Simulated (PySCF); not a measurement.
Start geometry of (ClBe-mu-OH)2 (Be2Cl2H2O2) from GFN2-xTB (Å):
```
atom  x, y, z in Å
Be1   -0.3722    0.9439    0.4453
Cl2   -0.9689    2.4792    1.1738
O3     0.3866    0.5736   -0.8916
Be4    0.3717   -0.9434   -0.4444
Cl5    0.9863   -2.4764   -1.1654
O6    -0.3921   -0.5742    0.8890
H7     0.7145    1.0572   -1.6458
H8    -0.7259   -1.0598    1.6392
```

Problem. What comes out of this run: PySCF 2.14.0, PBE0-D3(BJ)/def2-SVP geometry optimisation, gas phase?

Solution. 
```
atom  x, y, z in Å
Be1   -0.4022    0.9680    0.4294
Cl2   -1.0561    2.5518    1.1332
O3     0.3849    0.5552   -0.8932
Be4    0.4009   -0.9683   -0.4298
Cl5    1.0628   -2.5502   -1.1305
O6    -0.3879   -0.5559    0.8919
H7     0.7176    1.0318   -1.6549
H8    -0.7200   -1.0325    1.6539
```

The energy falls by 0.066 eV over 8 energy and gradient evaluations, the largest force component goes from 0.0172 to 1.2e-04 Eh/bohr, and the atoms move by 0.041 Å rms after alignment. Among the bonds, Be1–Cl2 and Be4–Cl5 change most and about equally (+0.050 to +0.051 Å). Bonds longer at the end by more than 0.005 Å: 6 of 8; shorter: 0. Rotational constants go from 10212, 823.1, 761.7 to 10347, 781.9, 727.0 MHz. The orientation of the end geometry is arbitrary; only internal coordinates are fixed.

The run used 92 basis functions and 41 SCF cycles in all.

PBE0-D3(BJ)/def2-SVP frequencies: not computed here. One conformer, not necessarily the lowest.
